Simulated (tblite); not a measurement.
Start geometry of `[H]/N=C(\CN)CC#C[SiH3]` from a force field or distance geometry (Å):
```
atom  x, y, z in Å
N1    -1.7694    0.3630   -1.9017
C2    -1.1564    0.6843   -0.8138
C3    -1.7669    0.3910    0.5621
N4    -2.9044   -0.5264    0.3774
C5     0.1860    1.3780   -0.8459
C6     1.2536    0.5382   -0.3025
C7     2.1399   -0.1419    0.1452
Si8    3.5242   -1.2096    0.8286
H9    -2.6703   -0.0658   -1.6047
H10   -1.0374   -0.0412    1.2370
H11   -2.1336    1.3386    0.9773
H12   -3.3425   -0.6962    1.2965
H13   -2.5364   -1.4408    0.1092
H14    0.1073    2.3112   -0.2872
H15    0.4126    1.6539   -1.8891
H16    4.3717   -1.7247   -0.2630
H17    2.9517   -2.3674    1.5673
H18    4.3619   -0.4378    1.7623
```

What comes out of this run: GFN2-xTB geometry optimisation, gas phase in tblite 0.8.0?

```
atom  x, y, z in Å
N1    -1.758    0.445   -1.901
C2    -1.165    0.697   -0.824
C3    -1.661    0.348    0.563
N4    -2.753   -0.609    0.479
C5     0.164    1.411   -0.879
C6     1.215    0.579   -0.325
C7     2.065   -0.133    0.147
Si8    3.377   -1.218    0.856
H9    -2.652   -0.028   -1.778
H10   -0.805    0.004    1.169
H11   -2.049    1.264    1.024
H12   -3.167   -0.761    1.391
H13   -2.407   -1.502    0.140
H14    0.102    2.340   -0.304
H15    0.388    1.646   -1.922
H16    4.201   -1.734   -0.238
H17    2.718   -2.319    1.567
H18    4.179   -0.423    1.791
```

The energy falls by 4.6 kcal/mol over 94 L-BFGS steps, the largest force on an atom goes from 2.41 to 0.007 eV/Å, and the atoms move by 0.148 Å rms after alignment. The bond that changes most is N1=C2 (imine nitrogen to imine carbon), which shortens by 0.035 Å. Bonds longer at the end by more than 0.005 Å: 1 of 17; shorter: 12. Among the angles that change most is C2–N1–H9, from 105.9° to 113.8°. Rotational constants go from 3208, 638.8, 577.1 to 3065, 687.5, 608.2 MHz. The orientation of the end geometry is arbitrary; only internal coordinates are fixed.

The run took 0.54 s wall on Arm Neoverse V2, one thread, shared host with 96 logical CPUs at a one-minute load of 46.

Its lowest GFN2-xTB frequency is 17i cm⁻¹, too small to tell a flat minimum from a shallow saddle. The numbers are those of one conformer.

All values are computed, not measured.
